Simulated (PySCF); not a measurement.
NMR data simulated for an unnamed compound:

$^{1}$H NMR (400 MHz, computed): δ 6.19 (br s, 1H), 6.05 (m, 1H), 6.00 (br s, 1H), 4.74 (m, 1H), 3.52 (d, 3H), 2.43 (m, 1H), 2.24 (m, 1H).

$^{13}$C{$^{1}$H} NMR (computed): δ 164.4 (C), 137.7 (CH2), 23.0 (CH2).

[PySCF 2.14: GFN2-xTB structure; shielding tensors at PBE0/pcSseg-1 (GIAO); no solvent; averaged over atoms made equivalent by symmetry, fast rotation or ring inversion; a single conformation; non-relativistic]

Referencing at the same level of theory: $^{1}$H, $^{13}$C against TMS.

Question: Which of these does the molecule contain: a benzene ring, a tert-butyl group, a Si–H bond, a non-aromatic C=C double bond, a CH3CH2 unit?

Answer: 
- A benzene ring: no.
- A tert-butyl group: no.
- A Si–H bond: yes (δH 4.74 (m)).
- A non-aromatic C=C double bond: yes.
- A CH3CH2 unit: no.

The data belong to `C=C1C[Si@@H]([SiH3])[Si@@H]1Cl`, C3H9ClSi3; they needn't prove each group on their own.

Carbon signals by region: 1 in the far downfield region (above 160 ppm), 1 in the sp2 and nitrile region (100–160 ppm), 1 below 50 ppm. Above 160 ppm: 164.4, fully substituted alkene carbon.

Shifts are as computed. Against solution values, carbons near 30 ppm lie about +3 ppm off and those near 130 ppm about +5 ppm. Of 1309 compounds with measured shifts, 239 miss one by over three times the rms of a fit or turn the order of signals round; such compounds aren't used in these exercises. No couplings were computed; multiplicities are counted from neighbouring protons, with m where these are inequivalent, close in shift, in a saturated or five-membered ring or joined by F or P, and br s for small geminal =CH2 splittings.
